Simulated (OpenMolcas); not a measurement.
## 5d² along the 70-electron sequence

```
Program             : OpenMolcas 26.06
Method              : RASSCF
Basis               : ANO-RCC-VTZP
Scalar Hamiltonian  : DKH2, point nucleus
Spin-orbit coupling : RASSI with atomic mean-field integrals over the reference wave functions, term energies averaged over their components
```

Active space for each ion: 8 electrons in 8 orbitals (RAS1 5p, at most 2 holes; RAS2 5d).

Computed levels in cm-1 above ³F₂:

```tsv
Level	W4+	Re5+	Os6+	Ir7+
³F₃	6659	8547	10897	13357
³F₄	12507	15674	19411	23272
³P₀	14397	15940	17321	18962
³P₁	18200	21044	24154	27615
³P₂	25448	30356	35983	42095
¹G₄	25798	30046	34785	40148
¹S₀	47692	54188	60847	68604
weight of ³F in the lowest level (%)	91	90	88	87
```

Mixed levels, with the weight of the term that names them: W4+ ³P₂ (60 %), Re5+ ³P₂ (58 %), Os6+ ³P₂ (56 %), Ir7+ ³P₂ (55 %).

Measured, with the error of the calculation in %. Measured levels: W4+ from the list in J. Phys. B 45, 065001 (2012); Os6+, Ir7+ from van het Hof, Joshi, Wyart and Sugar, J. Res. Natl. Inst. Stand. Technol. 100, 687 (1995).

```tsv
Level	W4+	Os6+	Ir7+
³F₃		10308 (+5.7)	12672 (+5.4)
³F₄	11519 (+8.6)		21615 (+7.7)
³P₀	12839 (+12.1)	15837 (+9.4)	17254 (+9.9)
³P₁	16331 (+11.4)	22098 (+9.3)	25221 (+9.5)
³P₂	22615 (+12.5)	33127 (+8.6)	
¹G₄	22346 (+15.5)	31274 (+11.2)	36253 (+10.7)
¹S₀	43110 (+10.6)	57710 (+5.4)	65022 (+5.5)
```

The fine-structure level ³F₄ changes by a factor of 1.86 from W4+ to Ir7+. Its fourth root runs 10.58, 11.19, 11.80, 12.35, with steps per unit of Z of 0.61, 0.61, 0.55; equal steps would mean a (Z - σ)^4 law with constant σ.

³P₀ changes by a factor of 1.32 over the same range, with steps per unit of Z of +1540, +1380, +1640 cm-1.

Without dynamic correlation excited terms often stand tens of per cent too high (terms of higher spin than the ground term too low), and those without a measured partner can miss by more than the paired ones. Active for correlation alone: 5p; no level in the range computed is led by a configuration that opens it, so any true level of that kind is missing. Measured partners are found by configuration, term and J. A level has none where our copy of the source lacks it or the pairing is in doubt (some pairs that miss far off the trend of their configuration count as doubtful), and it then counts in no deviation. Only configurations of the active space appear.
